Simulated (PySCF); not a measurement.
## Radial density of F (fluorine, neutral)

B3LYP, [He] 2s2 2p5, 2P determinant. All numbers are calculated (PySCF 2.14, no relativity, point nucleus, in def2-SVP (3s2p1d, 14 functions)).

```tsv
r (bohr)	4πr²ρ (e/bohr)	4πr²(ρα − ρβ)
0.00298	0.04461	0.0000
0.00500	0.1245	0.0001
0.00842	0.3392	0.0003
0.0142	0.8758	0.0008
0.0238	2.066	0.0018
0.0401	4.397	0.0041
0.0674	7.638	0.0094
0.113	9.727	0.0315
0.191	7.559	0.1334
0.321	4.212	0.4120
0.539	5.382	0.8400
0.907	5.812	0.8068
1.53	2.373	0.3025
2.57	0.3265	0.0432
4.32	0.0005404	0.0001
```
